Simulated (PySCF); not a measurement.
Compound: C₂H₈ClGeN.
Atom-mapped SMILES: `[CH3:1][CH2:2][Ge@H:3]([NH2:4])[Cl:5]` (hydrogens: H6, H7, H8 on C1; H9, H10 on C2; H11 on Ge3; H12, H13 on N4)

Jobs on this species (13 atoms, 76 electrons) with PySCF (density fitting). Hardware of each: Arm Neoverse V1, one thread, shared host. The host was shared with other jobs, so the times are rough. Peak memory is the resident size of the whole Python process, interpreter and libraries included.

```json
{"level and settings": "delta-SCF UKS SCAN, pcX-2 on the ionised atom, pcseg-1 elsewhere, spin-free X2C", "work": "ΔSCF core ionisation, 5 holes", "basis functions": "169", "SCF cycles": "?", "wall time": "?", "peak memory": "?"}
{"level and settings": "delta-SCF UKS B3LYP, pcX-2 on the ionised atom, pcseg-1 elsewhere, spin-free X2C", "work": "ΔSCF core ionisation, 5 holes", "basis functions": "169", "SCF cycles": "?", "wall time": "?", "peak memory": "?"}
{"level and settings": "delta-SCF UKS SCAN, def2-TZVP on the ionised atom, pcseg-1 elsewhere, spin-free X2C", "work": "ΔSCF core ionisation, 5 holes", "basis functions": "146", "SCF cycles": "73", "wall time": "36 s", "peak memory": "0.46 GiB"}
{"level and settings": "delta-SCF UKS HF, pcX-2 on the ionised atom, pcseg-1 elsewhere, spin-free X2C", "work": "ΔSCF core ionisation, 5 holes", "basis functions": "169", "SCF cycles": "64", "wall time": "36 s", "peak memory": "0.66 GiB"}
{"level and settings": "delta-SCF UKS PBE0, pcX-2 on the ionised atom, pcseg-1 elsewhere, spin-free X2C", "work": "ΔSCF core ionisation, 5 holes", "basis functions": "169", "SCF cycles": "69", "wall time": "57 s", "peak memory": "0.72 GiB"}
{"level and settings": "delta-SCF UKS PBE, pcX-2 on the ionised atom, pcseg-1 elsewhere, spin-free X2C", "work": "ΔSCF core ionisation, 5 holes", "basis functions": "169", "SCF cycles": "77", "wall time": "25 s", "peak memory": "0.59 GiB"}
{"level and settings": "delta-SCF UKS SCAN, pcX-1 on the ionised atom, pcseg-1 elsewhere, spin-free X2C", "work": "ΔSCF core ionisation, 5 holes", "basis functions": "149", "SCF cycles": "75", "wall time": "33 s", "peak memory": "0.48 GiB"}
{"level and settings": "PBE0-D3(BJ)/def2-SVP, grid level 1", "work": "geometry optimisation from a GFN2-xTB start shaken at random", "basis functions": "132", "SCF cycles": "52", "wall time": "70 s", "peak memory": "0.55 GiB"}
{"level and settings": "delta-SCF UKS SCAN, pcX-2 on the ionised atom, pcseg-1 elsewhere, non-relativistic", "work": "ΔSCF core ionisation, 5 holes", "basis functions": "169", "SCF cycles": "74", "wall time": "38 s", "peak memory": "0.57 GiB"}
```

Fill in the missing figures.

- delta-SCF UKS SCAN, pcX-2 on the ionised atom, pcseg-1 elsewhere, spin-free X2C; ΔSCF core ionisation, 5 holes: 39 s, 0.62 GiB, 74 SCF cycles
- delta-SCF UKS B3LYP, pcX-2 on the ionised atom, pcseg-1 elsewhere, spin-free X2C; ΔSCF core ionisation, 5 holes: 57 s, 0.72 GiB, 69 SCF cycles

What do all jobs in the table cost together?

About 6.5 min; the longest takes about 18 % of that, and about 2.8 times as long as the shortest.
